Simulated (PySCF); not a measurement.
C₂H₄BFO₂, SMILES FB(C(=O)C)O.

Coordinates come from a B3LYP-D3(BJ)/def2-SVP optimisation. This is a generated structure with no PubChem entry under its InChIKey; it may be hypothetical. The values are those of a single conformer.

Calculation: PBE/def2-TZVP run with PySCF.

Gas-phase values at a fixed geometry.

Computed frontier levels, gap, dipole moment and polarisability:
| Quantity | Result |
|---|---|
| highest occupied level | -5.98 eV |
| lowest empty level | -3.08 eV |
| orbital gap | 2.90 eV |
| dipole moment | 1.47 D |
| quadrupole, principal values (traceless, Buckingham form, about the centre of nuclear charge) | -9.29, 4.10, 5.20 D·Å |
| mean static polarisability | 45.0 bohr³ (6.67 Å³) |
| polarisability, principal values | 32.5, 47.4, 55.1 bohr³ |
